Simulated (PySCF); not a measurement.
## Identify the compound

An unknown has the formula C$_{9}$H$_{13}$N. Its calculated NMR data are:

1H NMR (500 MHz, computed): δ 7.28 (d, 2H), 6.69 (d, 2H), 3.30 (br s, 2H), 2.48 (sept, 1H), 1.19 (d, 6H).

13C{1H} NMR (computed): δ 150.6 (C), 142.7 (C), 132.9 (CH), 116.9 (CH), 39.5 (CH), 27.4 (CH3).

PySCF calculation with σ from GIAO-PBE0/pcSseg-1 and structure optimised with GFN2-xTB; no solvent model, a single conformation, equivalent nuclei averaged, relativity neglected.

Shifts are taken against calculated references (same method and geometry level): 1H (σ = 31.72 ppm) and 13C (σ = 186.93 ppm) against TMS.

Propose a structure and justify it.

## Answers


Rings plus π bonds: 4 (1 ring in the answer). 6 carbon signals for 9 carbons: some carbons are equivalent by symmetry or fast rotation. Carbon types of the structure: 2 × C, 5 × CH, 2 × CH3, leaving 2 H on heteroatoms. δC 150.6: aromatic carbon bearing nitrogen; σ withdrawal by the attached heteroatom moves it downfield of the ring CH carbons. δC 142.7: substituted aromatic carbon. δC 132.9, 116.9: aromatic CH. δC 39.5: sp3 CH on an aromatic ring; aliphatic region, no heteroatom directly attached. δC 27.4: methyl carbon; a saturated carbon with 1 carbon neighbour and no heteroatom attached. δH 7.28, 6.69: hydrogen on an aromatic CH. δH 3.30: hydrogen on an aniline-type nitrogen; exchangeable; this is the value without hydrogen bonding to other molecules.

Structure: SMILES CC(C)c1ccc(N)cc1.

This is the structure that produced the data.

OH/NH shifts are gas-phase values; hydrogen bonding in solution moves them, usually downfield. Shifts are as computed. Against solution values, carbons near 30 ppm lie about +3 ppm off and those near 130 ppm about +5 ppm. Of 1211 compounds with measured shifts, 218 miss one by over three times the rms of a fit or turn the order of signals round; such compounds aren't used in these exercises. No couplings were computed; multiplicities are counted from neighbouring protons, with m where these are inequivalent, close in shift, in a saturated or five-membered ring or joined by F or P, and br s for small geminal =CH2 splittings.
